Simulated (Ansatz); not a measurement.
Born–Oppenheimer molecular dynamics of CH7BClPSi (12 atoms, charge 0, multiplicity 1). It starts from a relaxed structure.

All numbers below come from Ansatz 0.2.0, RHF/6-31G.

```
ensemble        : NVT, Nosé–Hoover chain
time step       : 0.5 fs
steps asked     : 146
set temperature : 1000 K
thermostat      : time constant 100 fs, chain length 3 (defaults)
seed            : 191100
```

First frame:

```xyz
12
Properties=species:S:1:pos:R:3
B -0.915 1.902 0.346
Si 0.056 0.274 -0.394
C 1.357 -0.491 0.776
P -1.529 -1.264 -1.162
Cl 1.175 0.855 -2.218
H -1.503 1.796 1.371
H -0.920 2.936 -0.225
H 0.879 -0.839 1.685
H 1.849 -1.331 0.301
H 2.112 0.239 1.039
H -0.630 -2.285 -1.586
H -1.853 -1.846 0.101
```

Task: How far do the bonds stretch over the last three quarters of this one trajectory? (Pairs bonded in most of those frames.)

Result: 
```
   bond  mean (Å)  spread (Å)  shortest  longest
 B1–Si2     2.055       0.067      1.95     2.15
  B1–H6     1.199       0.044      1.13     1.27
  B1–H7     1.192       0.032      1.14     1.24
 Si2–C3     1.924       0.054      1.85     2.00
 Si2–P4     2.340       0.064      2.24     2.41
Si2–Cl5     2.223       0.034      2.15     2.26
  C3–H8     1.091       0.038      1.02     1.16
  C3–H9     1.091       0.045      1.01     1.18
 C3–H10     1.102       0.092      0.97     1.24
 P4–H11     1.444       0.084      1.32     1.56
 P4–H12     1.431       0.025      1.39     1.47
```

Mean temperature of the second half: 530 K. The conserved energy stayed within 1 meV per atom of its start (net change 0.45 meV per atom), so the integration is sound. The mean temperature of the second half is 47 % below the set value. A run of 0.073 ps of so small a system gives no equilibrium averages. Limits of this set-up: no polarisation functions.

Time of the run: 5 min on 1 thread of Intel(R) Xeon(R) 6975P-C (Granite Rapids) (shared host), peak memory 0.25 GiB.
